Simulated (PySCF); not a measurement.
**ECD: `C[C@@]1(C#N)CC[C@H]1Br`, C6H8BrN**

Geometry:
```
atom   x (Å)   y (Å)   z (Å)
  C1  -1.477  -0.737  -0.423
  C2  -0.469   0.241   0.167
  C3  -1.153   1.356   0.770
  N4  -1.669   2.256   1.251
  C5   0.599  -0.423   1.076
  C6   1.645  -0.257  -0.036
  C7   0.686   0.680  -0.772
 Br8   0.457   0.374  -2.684
  H9  -2.089  -0.246  -1.177
 H10  -2.130  -1.112   0.363
 H11  -0.962  -1.577  -0.883
 H12   0.370  -1.446   1.366
 H13   0.818   0.164   1.965
 H14   2.598   0.182   0.252
 H15   1.832  -1.181  -0.580
 H16   0.936   1.736  -0.666
```

Method: PySCF, TDDFT wB97X-D/def2-SVPD circular dichroism and optical rotation, one conformer, gas phase. Geometry: GFN2-xTB.

The calculation is non-relativistic, which matters for the atoms heavier than Zn.

Q: Assign R or S to each stereocentre.

A: C2 S, C7 R.

Q: List the lowest 8 singlet excitations with oscillator and rotatory strengths.

A: Rotatory strengths R in 10⁻⁴⁰ esu² cm², velocity form and length form (origin at the centre of mass); f in length form.
| state | E (eV) | λ (nm) | f | R (velocity) | R (length) | main |
| --- | --- | --- | --- | --- | --- | --- |
| 1 | 6.13 | 202 | 0.002 | -1.2 | -1.1 | HOMO→LUMO 0.93 |
| 2 | 6.20 | 200 | 0.002 | -0.5 | -0.9 | HOMO−1→LUMO 0.92 |
| 3 | 7.64 | 162 | 0.006 | -7.5 | -7.4 | HOMO−2→LUMO 0.25, HOMO−2→LUMO+2 0.15 |
| 4 | 7.91 | 157 | 0.011 | -10.0 | -10.3 | HOMO−1→LUMO+2 0.28, HOMO−1→LUMO+1 0.15 |
| 5 | 7.94 | 156 | 0.064 | +6.7 | +7.6 | HOMO→LUMO+1 0.48, HOMO→LUMO+2 0.24 |
| 6 | 7.99 | 155 | 0.058 | +3.5 | +2.6 | HOMO−3→LUMO 0.22, HOMO−1→LUMO+1 0.13 |
| 7 | 8.10 | 153 | 0.062 | +32.0 | +31.9 | HOMO−1→LUMO+1 0.35, HOMO−1→LUMO+4 0.10 |
| 8 | 8.36 | 148 | 0.129 | -8.0 | -7.7 | HOMO−3→LUMO 0.18, HOMO→LUMO+3 0.14 |

Among the states computed, the strongest CD band (largest |R|) is state 7. The largest dissymmetry factor in size, g = 4R/(D+G), with D and G the electric and magnetic dipole strengths, is -0.014 for state 3 (velocity form, f = 0.006), among bands with |R| over 0.5. The mirror image has the same energies and oscillator strengths and all R with the opposite sign.
